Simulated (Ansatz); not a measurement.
`CC(C)(C)C#CC#CC#CC(C)(C)C`. Charge 0, multiplicity 1. Geometry PBE-D4/def2-SVP; atoms count from 1.

Cartesian coordinates in Å:
```
C -4.8723 2.0678 1.0477
C -3.5278 2.7088 1.4712
C -3.4688 2.8299 3.0138
C -3.3917 4.1119 0.8303
C -2.4229 1.8598 1.0115
C -1.4900 1.1447 0.6241
C -0.4682 0.3602 0.1973
C 0.4697 -0.3592 -0.1957
C 1.4915 -1.1438 -0.6218
C 2.4237 -1.8597 -1.0097
C 3.5278 -2.7089 -1.4710
C 4.2721 -1.9934 -2.6252
C 4.5033 -2.9589 -0.2947
C 2.9566 -4.0577 -1.9732
H -4.9901 1.0601 1.4926
H -5.7160 2.7018 1.3902
H -4.9357 1.9681 -0.0539
H -4.3005 3.4705 3.3732
H -3.5612 1.8360 3.4945
H -2.5125 3.2837 3.3407
H -2.4340 4.5890 1.1177
H -4.2228 4.7634 1.1708
H -3.4279 4.0492 -0.2752
H 3.5917 -1.8007 -3.4780
H 4.6875 -1.0229 -2.2891
H 5.1098 -2.6270 -2.9828
H 4.9224 -2.0057 0.0839
H 5.3435 -3.6003 -0.6322
H 3.9911 -3.4683 0.5453
H 3.7832 -4.7092 -2.3245
H 2.4157 -4.5864 -1.1637
H 2.2527 -3.9028 -2.8145
```

Q: Estimate the Mulliken populations of the heavy atoms from the PBE0/def2-TZVP orbitals of Ansatz.

A: 
```csv
atom,charge (e)
C1,-0.37
C2,0.00
C3,-0.37
C4,-0.37
C5,-0.13
C6,0.17
C7,-0.10
C8,-0.10
C9,0.17
C10,-0.13
C11,0.00
C12,-0.37
C13,-0.37
C14,-0.37
```
Mulliken values depend strongly on the basis.

Q: And the Mayer bond orders between heavy atoms (over 0.3)?

A: C1–C2 0.98 (1.55 Å); C2–C3 0.98 (1.55 Å); C2–C4 0.98 (1.55 Å); C2–C5 1.17 (1.47 Å); C5–C6 2.52 (1.24 Å); C6–C7 1.44 (1.36 Å); C7–C8 2.63 (1.25 Å); C8–C9 1.44 (1.36 Å); C9–C10 2.52 (1.24 Å); C10–C11 1.17 (1.47 Å); C11–C12 0.98 (1.55 Å); C11–C13 0.98 (1.55 Å); C11–C14 0.98 (1.55 Å).
